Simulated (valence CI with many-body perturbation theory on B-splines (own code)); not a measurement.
# Tl⁴⁸⁺: magnetic and hyperfine properties of the levels

Calculated by configuration interaction combined with many-body perturbation theory (CI+MBPT): five valence electrons over a frozen Dirac-Fock core [Ar] 3d10, radial functions for each j: 9 s, 9 p, 8 d, 6 f, 3 g, 1 h, with the one-electron correlation potential Σ1 (screened to all orders), the two-electron term Σ2, the three-electron term Σ3, Breit, model QED; selected single and double excitations, second order for the rest (own B-spline code, finite nucleus).

The last digits are not significant, and no measured levels were compared; by estimate large intervals hold to a few tenths of a per cent, small ones and those within an open d or f shell to about a per cent. Among the levels kept, up to 350 cm⁻¹ of a level comes from second order outside the variational space, and about a tenth of that is noise between levels of different J, which matters for small intervals.

A/g_I is the dipole constant over the nuclear g factor μ/I (μ in nuclear magnetons, uniformly magnetised nucleus), B/Q the quadrupole constant per barn. Both hold the static response of the core; the bare values leave it out. Large factors of s and p1/2 electrons are usually good to 5 to 10 %; those of open d and f shells near neutrality can be off by tens of per cent, and small factors of p3/2, d and f electrons come from cancelling terms and can be off by a factor of two or in sign, in half-filled shells by more. B is blank for J = 1/2, where it vanishes, and for nearly pure S terms. Energies count from the lowest level.

Levels are named by their leading jj configuration (3d3/2^4 stands for four electrons in 3d with j = 3/2), which in mixed levels can hold well under half, so a name can repeat and another be missing. Letters in brackets count levels of one name in rising energy.

```csv
Level,E (eV),g,A/g_I (MHz),A/g_I bare,B/Q (MHz/b),B/Q bare
(4s^2 4p1/2^2 4p3/2) J=3/2,0.00,1.352,80700,77700,161000,157000
(4s^2 4p1/2 4p3/2^2) J=3/2,147.94,1.458,-66400,-65300,14600,14100
(4s^2 4p1/2 4p3/2^2) J=5/2,154.13,1.194,232000,225000,-518,-486
(4s^2 4p1/2 4p3/2^2) J=1/2,161.98,0.657,831000,808000,,
(4s^2 4p1/2^2 4d3/2) J=3/2,179.25,0.784,40100,40400,26800,26600
(4s^2 4p1/2^2 4d5/2) J=5/2,219.13,1.212,31000,31000,16300,16300
(4s 4p1/2^2 4p3/2^2) J=5/2,265.39,1.462,536000,520000,44400,43100
(4s 4p1/2^2 4p3/2^2) J=1/2,282.02,2.077,2380000,2310000,,
(4s 4p1/2^2 4p3/2^2) J=3/2,284.01,1.175,-364000,-353000,-29000,-28200
(4s^2 4p3/2^3) J=3/2,311.05,1.308,84400,81300,-176000,-171000
(4s^2 4p1/2 4p3/2 4d3/2) J=5/2 [a],326.24,0.960,174000,170000,-19900,-19000
(4s^2 4p1/2 4p3/2 4d3/2) J=3/2 [a],326.92,0.906,159000,155000,-100000,-97100
(4s^2 4p1/2 4p3/2 4d3/2) J=1/2 [a],327.09,0.194,336000,330000,,
(4s^2 4p1/2 4p3/2 4d3/2) J=7/2,332.56,1.034,170000,166000,174000,169000
(4s^2 4p1/2 4p3/2 4d3/2) J=5/2 [b],349.24,1.180,1760,2010,162000,158000
(4s^2 4p1/2 4p3/2 4d3/2) J=3/2 [b],351.03,1.197,32400,31300,14500,13800
(4s^2 4p1/2 4p3/2 4d3/2) J=1/2 [b],352.11,1.706,375000,362000,,
(4s^2 4p1/2 4p3/2 4d5/2) J=7/2 [a],358.85,1.309,-46500,-44800,181000,176000
(4s^2 4p1/2 4p3/2 4d5/2) J=3/2 [a],364.72,1.374,-98000,-94300,-66500,-64500
(4s^2 4p1/2 4p3/2 4d5/2) J=9/2,365.84,1.189,128000,125000,175000,171000
(4s^2 4p1/2 4p3/2 4d5/2) J=5/2 [a],367.35,1.133,192000,188000,-122000,-119000
(4s^2 4p1/2 4p3/2 4d5/2) J=5/2 [b],380.84,1.263,-52900,-51100,17700,17500
(4s^2 4p1/2 4p3/2 4d5/2) J=7/2 [b],381.28,1.122,149000,145000,4370,4640
(4s^2 4p1/2 4p3/2 4d5/2) J=3/2 [b],384.14,0.933,245000,239000,19900,19400
(4s^2 4p1/2 4p3/2 4d5/2) J=1/2,385.75,1.225,-291000,-280000,,
(4s^2 4p1/2^2 4f5/2) J=5/2,417.48,0.849,-11000,-9640,8250,7280
(4s 4p1/2 4p3/2^3) J=3/2 [a],420.60,1.520,436000,423000,-144000,-140000
(4s^2 4p1/2^2 4f7/2) J=7/2,429.05,1.146,38800,38400,13000,11500
(4s 4p1/2 4p3/2^3) J=5/2,429.97,1.296,672000,652000,-199000,-193000
(4s 4p1/2^2 4p3/2 4d3/2) J=5/2 [a],441.15,1.275,422000,410000,43800,42400
(4s 4p1/2 4p3/2^3) J=1/2,441.82,1.356,-848000,-823000,,
(4s 4p1/2^2 4p3/2 4d3/2) J=3/2 [a],441.85,1.298,263000,255000,-2640,-2860
(4s 4p1/2^2 4p3/2 4d3/2) J=1/2 [a],442.02,2.429,1320000,1280000,,
(4s 4p1/2 4p3/2^3) J=3/2 [b],442.98,1.088,124000,120000,-19800,-19200
(4s 4p1/2^2 4p3/2 4d3/2) J=7/2,447.82,1.271,365000,355000,139000,135000
(4s 4p1/2^2 4p3/2 4d3/2) J=3/2 [b],456.79,0.998,148000,144000,-92400,-89700
(4s 4p1/2^2 4p3/2 4d3/2) J=1/2 [b],465.07,0.548,356000,347000,,
(4s 4p1/2^2 4p3/2 4d3/2) J=5/2 [b],466.38,0.914,-143000,-139000,109000,106000
(4s 4p1/2^2 4p3/2 4d5/2) J=9/2,472.72,1.355,310000,302000,175000,171000
(4s 4p1/2^2 4p3/2 4d5/2) J=5/2 [a],483.03,1.384,477000,464000,-91800,-89000
```

Take the isotope of mass number 205, with I = 1/2, μ = 1.632 μN. What is the hyperfine structure of (4s 4p1/2^2 4p3/2^2) J=5/2?

From the table A = 1750000 MHz. Shifts from the centre of gravity in MHz: F = 2: -3060000, F = 3: 2190000.
